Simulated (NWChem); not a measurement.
System: CaF₂; SMILES [F][Ca][F]

Here is an NWChem input.

```
start job
memory heap 200 mb stack 900 mb global 1100 mb
geometry units angstroms noautoz
  Ca     0.000000     0.000000     0.191953
  F      1.900268     0.000000    -0.416057
  F     -1.900268     0.000000    -0.416057
end
basis spherical
  * library def2-svpd
end
dft
  xc hfexch
  iterations 150
  mulliken
end
task dft energy
```

Excerpt of the output:

```
             Northwest Computational Chemistry Package (NWChem) 7.3.0
             --------------------------------------------------------

 C2V symmetry detected

                             Geometry "geometry" -> ""
                             -------------------------

 Output coordinates in angstroms (scale by  1.889725989 to convert to a.u.)

  No.       Tag          Charge          X              Y              Z
 ---- ---------------- ---------- -------------- -------------- --------------
    1 Ca                  20.0000     0.00000000     0.00000000     0.28800474
    2 F                    9.0000     1.90026800     0.00000000    -0.32000526
    3 F                    9.0000    -1.90026800     0.00000000    -0.32000526

 Effective nuclear repulsion energy (a.u.)     106.7608393585

      Symmetry information
      --------------------

 Group name             C2v
 Group number             16
 Group order               4
 No. of unique centers     2

  xc_inp: hfexch multiplicative factor not found.

                                 NWChem DFT Module
                                 -----------------

 Summary of "ao basis" -> "ao basis" (spherical)
 ------------------------------------------------------------------------------
       Tag                 Description            Shells   Functions and Types
 ---------------- ------------------------------  ------  ---------------------
 Ca                        def2-svpd                11       27   5s4p2d
 F                         def2-svpd                 9       23   4s3p2d

      Symmetry analysis of basis
      --------------------------

        a1         29
        a2          9
        b1         22
        b2         13

            General Information
            -------------------
          SCF calculation type: DFT
          Wavefunction type:  closed shell.
          No. of atoms     :     3
          No. of electrons :    38
           Alpha electrons :    19
            Beta electrons :    19
          Charge           :     0
          Spin multiplicity:     1
          Use of symmetry is: on ; symmetry adaption is: on
          Maximum number of iterations: 150
          AO basis - number of functions:    73
                     number of shells:    29
          Convergence on energy requested:  1.00D-06
          Convergence on density requested:  1.00D-05
          Convergence on gradient requested:  5.00D-04

              XC Information
              --------------
                     Hartree-Fock (Exact) Exchange  1.000

      Superposition of Atomic Density Guess
      -------------------------------------

 Sum of atomic energies:        -875.25530713

      Non-variational initial energy
      ------------------------------

 Total energy =    -874.976483
 1-e energy   =   -1416.432120
 2-e energy   =     434.694798
 HOMO         =      -0.654653
 LUMO         =      -0.139935

      Symmetry analysis of molecular orbitals - initial
      -------------------------------------------------

  Numbering of irreducible representations:

     1 a1          2 a2          3 b1          4 b2

  Orbital symmetries:

     1 a1          2 a1          3 b1          4 a1          5 b1
     6 a1          7 b2          8 a1          9 b1         10 a1
    11 b2         12 a1         13 b1         14 a1         15 a2
    16 b1         17 b2         18 a1         19 b1         20 a1
    21 b2         22 a1         23 b1         24 a1         25 a1
    26 b2         27 b1         28 a2         29 a1

     ---------------------------------------------
      Total Density - Mulliken Population Analysis
     ---------------------------------------------

    Atom       Charge   Shell Charges
 -----------   ------   -------------------------------------------------------
    1 Ca  20    18.15   2.00  2.00  2.00  0.06 -0.00  6.00  6.00  0.00 -0.00  0.09  0.01
    2 F    9     9.93   1.99  1.17  0.81 -0.01  3.65  2.19  0.13  0.00  0.00
    3 F    9     9.93   1.99  1.17  0.81 -0.01  3.65  2.19  0.13  0.00  0.00

   convergence    iter        energy       DeltaE   RMS-Dens  Diis-err
 ---------------- ----- ----------------- --------- --------- ---------
 d= 0,ls=0.0,diis     1   -875.4286174506 -9.82D+02  1.17D-02  1.34D+00
 d= 0,ls=0.0,diis     2   -875.4960828655 -6.75D-02  4.42D-03  8.07D-01
 d= 0,ls=0.0,diis     3   -875.5576098510 -6.15D-02  6.02D-04  8.88D-04
 d= 0,ls=0.0,diis     4   -875.5578164416 -2.07D-04  1.66D-04  6.36D-05
 d= 0,ls=0.0,diis     5   -875.5578316312 -1.52D-05  4.97D-05  3.89D-06
  Resetting Diis
 d= 0,ls=0.0,diis     6   -875.5578330353 -1.40D-06  9.57D-06  2.36D-07
 d= 0,ls=0.0,diis     7   -875.5578331090 -7.37D-08  1.46D-06  5.85D-09

         Total DFT energy =     -875.557833108986
      One electron energy =    -1422.283089395228
           Coulomb energy =      495.610440187247
    Exchange-Corr. energy =      -55.646023259467
 Nuclear repulsion energy =      106.760839358462

 Numeric. integr. density =        0.000000000000

                  Occupations of the irreducible representations
                  ----------------------------------------------

                     irrep           alpha         beta
                     --------     --------     --------
                     a1                9.0          9.0
                     a2                1.0          1.0
                     b1                6.0          6.0
                     b2                3.0          3.0

                       DFT Final Molecular Orbital Analysis
                       ------------------------------------

 Vector   17  Occ=2.000000D+00  E=-5.245353D-01  Symmetry=a1
              MO Center= -4.2D-14,  1.6D-16, -3.1D-01, r^2= 4.1D+00
   Bfn.  Coefficient  Atom+Function         Bfn.  Coefficient  Atom+Function
  ----- ------------  ---------------      ----- ------------  ---------------
    34      0.384768  2 F  pz                57      0.384768  3 F  pz
    37     -0.281288  2 F  pz                60     -0.281288  3 F  pz
    32      0.226062  2 F  px                55     -0.226062  3 F  px
    35     -0.169663  2 F  px                58      0.169663  3 F  px
    11      0.109871  1 Ca pz                40     -0.080222  2 F  pz

 Vector   18  Occ=2.000000D+00  E=-5.239952D-01  Symmetry=b2
              MO Center= -1.9D-13, -6.7D-16, -3.1D-01, r^2= 4.1D+00
   Bfn.  Coefficient  Atom+Function         Bfn.  Coefficient  Atom+Function
  ----- ------------  ---------------      ----- ------------  ---------------
    33      0.446095  2 F  py                56      0.446095  3 F  py
    36     -0.328184  2 F  py                59     -0.328184  3 F  py
    10      0.097413  1 Ca py                39     -0.089181  2 F  py
    62     -0.089181  3 F  py                 7     -0.029754  1 Ca py
    46      0.027084  2 F  d -2              69     -0.027084  3 F  d -2

 Vector   19  Occ=2.000000D+00  E=-5.191610D-01  Symmetry=b1
              MO Center=  7.7D-14,  2.0D-16, -3.1D-01, r^2= 4.1D+00
   Bfn.  Coefficient  Atom+Function         Bfn.  Coefficient  Atom+Function
  ----- ------------  ---------------      ----- ------------  ---------------
    34      0.357536  2 F  pz                57     -0.357536  3 F  pz
    32     -0.277748  2 F  px                55     -0.277748  3 F  px
     9      0.270567  1 Ca px                37     -0.266796  2 F  pz
    60      0.266796  3 F  pz                35      0.211345  2 F  px
    58      0.211345  3 F  px                 6     -0.081811  1 Ca px

 Vector   20  Occ=0.000000D+00  E=-9.885909D-03  Symmetry=a1
              MO Center= -1.4D-15, -2.4D-14,  2.0D+00, r^2= 8.7D+00
   Bfn.  Coefficient  Atom+Function         Bfn.  Coefficient  Atom+Function
  ----- ------------  ---------------      ----- ------------  ---------------
     5      1.022244  1 Ca s                  4     -0.579937  1 Ca s
    17      0.401253  1 Ca pz                31      0.280968  2 F  s
    54      0.280968  3 F  s                 27     -0.269813  1 Ca d  2
    14      0.225026  1 Ca pz                 3     -0.205847  1 Ca s
    25      0.180508  1 Ca d  0              38     -0.123037  2 F  px

 Vector   21  Occ=0.000000D+00  E= 3.230931D-02  Symmetry=b2
              MO Center=  1.9D-15,  9.2D-15,  6.4D-01, r^2= 1.5D+01
   Bfn.  Coefficient  Atom+Function         Bfn.  Coefficient  Atom+Function
  ----- ------------  ---------------      ----- ------------  ---------------
    16      1.070243  1 Ca py                39     -0.150011  2 F  py
    62     -0.150011  3 F  py                24      0.109423  1 Ca d -1
    10     -0.105100  1 Ca py                13      0.079510  1 Ca py
    19      0.045229  1 Ca d -1              33      0.044479  2 F  py
    56      0.044479  3 F  py                 7      0.030321  1 Ca py

 Vector   22  Occ=0.000000D+00  E= 4.841876D-02  Symmetry=a1
              MO Center=  1.0D-14,  1.9D-14, -1.3D+00, r^2= 1.4D+01
   Bfn.  Coefficient  Atom+Function         Bfn.  Coefficient  Atom+Function
  ----- ------------  ---------------      ----- ------------  ---------------
    17      1.037847  1 Ca pz                 4      0.907782  1 Ca s
     5     -0.885701  1 Ca s                 27      0.278323  1 Ca d  2
    31     -0.234560  2 F  s                 54     -0.234560  3 F  s
    40     -0.217663  2 F  pz                63     -0.217663  3 F  pz
    38      0.155657  2 F  px                61     -0.155657  3 F  px

     ---------------------------------------------
      Total Density - Mulliken Population Analysis
     ---------------------------------------------

    Atom       Charge   Shell Charges
 -----------   ------   -------------------------------------------------------
    1 Ca  20    18.19   2.00  2.00  1.99  0.01 -0.00  6.00  6.01  0.01 -0.01  0.19 -0.00
    2 F    9     9.91   1.99  1.10  0.85  0.04  3.31  2.31  0.29  0.00  0.00
    3 F    9     9.91   1.99  1.10  0.85  0.04  3.31  2.31  0.29  0.00  0.00

[...]
```

Level: Hartree-Fock/def2-SVPD. Structure relaxed at the PBE0-D3(BJ)/def2-TZVP level.
